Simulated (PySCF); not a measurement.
## Computed properties of (1Z,3Z)-1,4-dichlorobuta-1,3-diene (C4H4Cl2), SMILES Cl/C=C\C=C/Cl

(1Z,3Z)-1,4-dichlorobuta-1,3-diene (C₄H₄Cl₂), SMILES Cl/C=C\C=C/Cl. The structure is a stationary point at PBE0-D3(BJ)/def2-SVP. Other conformers were not sampled. All values are computed for the isolated molecule unless a solvent is named; none is compared with measurement here.

**Structure.** The optimised structure has C2h symmetry. All 24 harmonic modes at PBE0-D3(BJ)/def2-SVP (PySCF) are real, so it is a minimum. With heavy atoms numbered as in [Cl:1]/[CH:2]=[CH:3]\[CH:4]=[CH:5]/[Cl:6], the shortest bond between them is C2–C3 at 1.342 Å and the longest C5–Cl6 at 1.723 Å.

**Vibrations.** The strongest infrared lines (harmonic, unscaled, degenerate partners summed) lie at 807 cm⁻¹ (175 km/mol, C 64 %, Cl 21 %, H 15 %), 731 cm⁻¹ (80 km/mol, H 77 %, C 22 %), 1658 cm⁻¹ (75 km/mol, C 95 %). The softest mode is at 60 cm⁻¹ and the zero-point energy is 42.8 kcal/mol.

**Electronic structure.** B3LYP/def2-TZVP (PySCF) places the frontier levels at -6.55 and -1.70 eV, a gap of 4.85 eV, and gives a dipole moment of 0.00 D and a mean polarisability of 80.1 bohr³. PBE/def2-TZVP (PySCF) at the same geometry gives -5.74 and -2.36 eV, so its gap is 1.47 eV narrower. An orbital gap is neither the optical nor the fundamental gap.

**Excitations.** TDDFT-ωB97X/def2-SVPD (PySCF) has S1 at 5.28 eV (235 nm, f = 0.700, bright); the most intense of the 8 singlets computed lies at 5.28 eV (f = 0.70). T1 (TDA) is at 2.93 eV. TDDFT-PBE/def2-SVPD (PySCF) puts S1 at 4.65 eV. No vertical singlet excitation falls in the visible range (under 3.1 eV).

**NMR.** GIAO shifts at PBE0/pcSseg-1 (PySCF) (non-relativistic, atoms alike by connectivity averaged): ¹³C from 132.3 to 137.3 ppm against TMS; ¹H from 6.4 to 7.1 ppm against TMS. Without spin–orbit terms, shifts of atoms bonded to Cl or Br come out too high.

**Solvation.** SMD-B3LYP/def2-SVP (PySCF) gives 0.4 kcal/mol in water, -4.0 kcal/mol in 2-propanol, -5.0 kcal/mol in dichloromethane (1 M in both phases, gas-phase geometry); of these solvents dichloromethane holds the molecule best.
